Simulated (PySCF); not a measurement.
# Ionisation energy of Br²⁺ by level of theory

Br²⁺ [Ar] 3d10 4s2 4p3 [4p1/2^2 4p3/2^1, M_J = 3/2] → Br³⁺ [Ar] 3d10 4s2 4p2 [4p1/2^2, M_J = 0], as a difference of total energies. Computed with PySCF 2.14 in x2c-TZVPall-2c (6s7p4d1f, 54 functions), with the two-component X2C-1e Hamiltonian. Correlated levels: [Ne] frozen. "Screened" scales the spin-orbit matrix elements by Boettger's factors to mimic the two-electron term; Breit and QED terms are absent.

```json
{"method": "GHF (spin-free)", "ionisation energy (eV)": "34.741", "error (eV)": "-0.130"}
{"method": "GMP2 (spin-free)", "ionisation energy (eV)": "35.288", "error (eV)": "+0.417"}
{"method": "GHF (screened spin-orbit)", "ionisation energy (eV)": "34.471", "error (eV)": "-0.400"}
{"method": "GMP2 (screened spin-orbit)", "ionisation energy (eV)": "35.020", "error (eV)": "+0.149"}
```

Reference: 34.871 ± 0.019 eV (measured; NIST Atomic Spectra Database, ionization energies).

The spin-free rows relax to the high-spin LS determinant and lack the spin-orbit shift.

Errors of the correlated levels include the incompleteness of this basis and the frozen core.

The labels give the starting determinants; with spin-orbit coupling the two ends relaxed to ⟨J²⟩ = 3.75, ⟨L²⟩ = 0.02, ⟨S²⟩ = 3.72 and ⟨J²⟩ = 1.43, ⟨L²⟩ = 1.99, ⟨S²⟩ = 1.96.

The determinant of Br³⁺ mixes levels of different J (the jj label is only the starting occupation), so the difference between spin-free and spin-orbit rows is not the physical spin-orbit shift.
